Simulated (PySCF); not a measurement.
Sn(F)(Br)2(Et), C2H5Br2FSn, SMILES C[CH2][Sn]([F])([Br])[Br] at its PBE0/def2-SVP optimised geometry (Å):

```
11

C      1.3342    -1.5302    -0.0454
C      0.7630    -0.1228     0.0000
Sn    -1.3828    -0.1228     0.0000
F     -2.0069    -0.9802     1.6201
Br    -2.4351     2.1186     0.0000
Br    -2.3400    -1.4752    -1.8452
H      1.0455    -2.1186     0.8383
H      1.0013    -2.0798    -0.9389
H      2.4351    -1.4924    -0.0718
H      1.0594     0.4867    -0.8672
H      1.0483     0.4262     0.9108
```

Method: PBE0/def2-TZVP, def2 effective core potentials past Kr run with PySCF 2.14.0. The core electrons that the potentials of Sn replace are not part of the density. Cells within 0.4 Å of a nucleus heavier than hydrogen are left out (blank, or x).

Map of the log10 of the electron density (e/bohr³), floored at −4 on the plane z = 0.0 Å:

```
|000001111000000000000000000|
|000122222110000000000000000|
|011233333321000000000000000|
|122345554432100000000000000|
|123456665543210000000000000|
|234567776543210000000000000|
|235679x87654210000000000000|
|24567xxx7654321111000000000|
|235678x87654322222210000000|
|234567776654333443321000000|
|134456666655444554432000000|
|123445566766556665532100000|
|012344578987667776543100000|
|01223468xxx8667xx6543210000|
|011234579x97667xx7544321000|
|011234568986666777655432100|
|012234556665556777766543100|
|0122344455544456xx777643200|
|0112334444333456xx777643200|
|001223333332345677666543100|
|001122332222234566554432100|
|000112222111233454443221000|
|000011111100122333322110000|
|000000000000011222110000000|
|000000000000000010000000000|
|000000000000000000000000000|
|000000000000000000000000000|
```
Scale: ten equal steps from -4.00 (start of '0') to 0.483 (end of '9'), in the order '0123456789'; x runs from -4.50 to 4.50, y from -4.50 (bottom) to 4.50 (top).
